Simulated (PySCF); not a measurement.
Computed with ωB97X-D3(BJ)/def2-TZVP // PBE0-D3(BJ)/def2-TZVP (PySCF). Gas-phase values, no solvent. One relaxed conformer stands for a flexible species; it need not be the lowest. Excitations are Tamm–Dancoff values on a coarser integration grid. The basis has no diffuse functions, so Rydberg states are missing or too high.

Reference species (SMILES): `[H]/N=C\B` (neutral, multiplicity 1).

| Item | Result |
|---|---|
| S1 excitation (TDA) | 4.53 eV |
| T1 excitation (TDA) | 4.06 eV |
| HOMO | -9.96 eV |
| S1 oscillator strength | 0.012 |

After one change: the S1 excitation (TDA) rises by 3.03 eV; the T1 excitation (TDA) goes up by 2.59 eV; the HOMO decreases by 0.58 eV; the S1 oscillator strength decreases by 0.012.

Question: What was changed between the two runs? The new species is one of these.
A) `CB=N`
B) `C=BN`
C) `[H]/B=C/N`
D) `BN=C`

Answer: A, `CB=N`
